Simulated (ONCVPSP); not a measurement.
## Varying the ONCV potential for B

Base potential:

```json
{
  "Element": "B (Z = 5)",
  "Generator": "ONCVPSP 4.0.1",
  "Type": "optimised norm-conserving Vanderbilt (ONCV)",
  "Functional": "LDA (Perdew-Zunger)",
  "Relativity": "scalar-relativistic",
  "Frozen core": "[He]",
  "Valence charge": "3",
  "Reference configuration": "2s2 2p1",
  "Partial waves": "2s: rc 1.30 bohr, ncon 4, nbas 8, qcut 4.8 1/bohr, 3 projectors, debl 1.9 Ha; 2p: rc 2.10 bohr, ncon 3, nbas 6, qcut 5.5 1/bohr, 2 projectors, debl 3.7 Ha",
  "Local potential": "polynomial inside 1.15 bohr (lpopt 1, dvloc0 2 Ha)",
  "Core correction": "polynomial model core, fcfact 0.7"
}
```

Cutoffs, loose and tight: the cutoffs (Ha) at which the residual kinetic energy of the hardest occupied pseudo-wave falls to 1 and 0.1 mHa per electron. They do not see the model core or the augmentation charge, which bear on the density cutoff. Test errors are all-electron minus pseudo excitation energies from the reference, over the configurations 2s2 2p0; 2s1 2p0; 2s2 2p0.5; 2s1 2p1. A dash means not determined; rows that change the core or the reference have their own tests.

A true bound ghost makes a file unfit for plane-wave use even where its test errors are small: the radial tests pick states by their node count and pass the ghost by.

| change | outcome | cutoff, loose | cutoff, tight | bound ghosts | GHOST(+) flags above zero | largest test error (meV) |
| --- | --- | --- | --- | --- | --- | --- |
| base | generated | 11 Ha | 49 Ha | s | s | +93 |
| p: rc 1.84 | generated | 11 Ha | 49 Ha | s | s | +68 |
| p: rc 2.16 | generated | 11 Ha | 49 Ha | s | s | +99 |
| p: rc 2.94 | generated | 11 Ha | 49 Ha | s | s | +211 |

Task: What comes out with this change to the base: p: rc 2.42?

Result: outcome: generated; cutoff, loose: 11 Ha; cutoff, tight: 49 Ha; bound ghosts: s; GHOST(+) flags above zero: s; largest test error (meV): +127.

Task: What comes out with this change to the base: p: rc 2.72?

Result: outcome: generated; cutoff, loose: 11 Ha; cutoff, tight: 49 Ha; bound ghosts: s; GHOST(+) flags above zero: s; largest test error (meV): +156.

Task: What comes out with this change to the base: p: rc 1.56?

Result: outcome: generated; cutoff, loose: 13 Ha; cutoff, tight: 49 Ha; bound ghosts: s; GHOST(+) flags above zero: s; largest test error (meV): +46.

Reading the sweep of the p radius (base included, trends over the rows without a ghost): Bound ghosts are found at 1.56, 1.84, 2.1, 2.16, 2.42, 2.72, 2.94 bohr. Every judged row has one, so this setting neither creates nor removes them.
